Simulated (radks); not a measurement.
Problem. Radial electron density D(r) = 4 pi r^2 rho(r) of an atom or ion with 2 electrons. Calculated with a radial shooting solver on a logarithmic mesh with Libxc functionals: scalar-relativistic Kohn-Sham, exchange-only LDA, spin-polarised, spherical densities, point nucleus.

```
   r/bohr * D(r) (the largest magnitude, 2.74, reaches the edge; | marks zero)
  0.02117 |*
  0.02293 | *
  0.02484 | *
  0.02691 | *
  0.02916 | *
  0.03133 |  *
  0.03394 |  *
  0.03677 |   *
  0.03983 |   *
  0.04315 |    *
  0.04674 |     *
  0.05023 |     *
  0.05441 |      *
  0.05895 |       *
  0.06386 |        *
  0.06917 |          *
  0.07434 |           *
  0.08053 |             *
  0.08724 |              *
   0.0945 |                *
   0.1024 |                  *
     0.11 |                    *
   0.1192 |                       *
   0.1291 |                         *
   0.1399 |                            *
   0.1515 |                               *
   0.1628 |                                 *
   0.1764 |                                    *
   0.1911 |                                       *
    0.207 |                                          *
   0.2242 |                                             *
   0.2429 |                                               *
    0.261 |                                                 *
   0.2828 |                                                   *
   0.3063 |                                                     *
   0.3318 |                                                      *
   0.3595 |                                                      *
   0.3863 |                                                      *
   0.4185 |                                                     *
   0.4533 |                                                    *
   0.4911 |                                                 *
    0.532 |                                               *
   0.5717 |                                            *
   0.6193 |                                        *
   0.6709 |                                    *
   0.7268 |                                *
   0.7873 |                           *
   0.8461 |                       *
   0.9166 |                   *
   0.9929 |               *
    1.076 |            *
    1.165 |         *
    1.262 |      *
    1.356 |    *
    1.469 |   *
    1.592 | *
    1.724 |*
    1.868 |*
    2.007 |*
    2.175 *
    2.356 *
```

What is the nuclear charge?

Solution. Z = 3. The innermost maximum, from 1s, lies near gamma/Z bohr with gamma = sqrt(1 - (Z/c)^2) = 1.000, here 0.333 bohr (found: 0.365), and its height grows with Z. The density is that of the lithium ion Li+ in [He]; the configuration itself is not fixed sharply by these data. D(r) has 1 maximum, at r = 0.365 bohr.
